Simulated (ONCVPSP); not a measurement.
# Which change was made? (Pt, ONCV)

platinum, optimised norm-conserving Vanderbilt (ONCV), made with ONCVPSP 4.0.1 (PBE, scalar-relativistic). Core [Kr] 4d10 4f14, reference 5s2 5p6 5d9 6s1. Waves: 5s+6s: rc 1.55 bohr, ncon 5, nbas 10, qcut 8.3 1/bohr, 2 projectors; 5p: rc 1.15 bohr, ncon 5, nbas 10, qcut 6.3 1/bohr, 2 projectors, debl 3.9 Ha; 5d: rc 2.05 bohr, ncon 4, nbas 8, qcut 6.4 1/bohr, 2 projectors, debl 0.3 Ha. Local part: polynomial inside 0.95 bohr (lpopt 5, dvloc0 0 Ha). Core correction: Teter function fitted to the true core (icmod 2), fcfact 0.2.

Cutoffs, loose and tight: the cutoffs (Ha) at which the residual kinetic energy of the hardest occupied pseudo-wave falls to 1 and 0.1 mHa per electron. They do not see the model core or the augmentation charge, which bear on the density cutoff. Test errors are all-electron minus pseudo excitation energies from the reference, over the configurations 5s2 5p6 5d9 6s0; 5s2 5p6 5d8 6s0; 5s2 5p6 5d7 6s0; 5s2 5p6 5d9 6s0.5; variants that change the core or the reference have their own tests.

The base gives: outcome: generated; cutoff, loose: 224 Ha; cutoff, tight: 258 Ha; bound ghosts: none; GHOST(+) flags above zero: s, p, d; largest test error (meV): -11.

**Question.** After one change the result is: outcome: generated; cutoff, loose: 181 Ha; cutoff, tight: 306 Ha; bound ghosts: s; GHOST(+) flags above zero: p; largest test error (meV): -12. Which change was it?
A. d: rc 2.98
B. s: qcut 10.2
C. all radii but the core radius scaled by about 0.86 (s 1.34, p 1.00, d 1.76 bohr); local potential polynomial inside 0.82 bohr (lpopt 5, dvloc0 0 Ha)

**Answer.** C. The others give: d: rc 2.98 → outcome: generated; cutoff, loose: 224 Ha; cutoff, tight: 258 Ha; bound ghosts: none; GHOST(+) flags above zero: s, p, d; largest test error (meV): +133 | s: qcut 10.2 → outcome: failed: ERROR pspot: first pseudo wave function has node, program will stop.
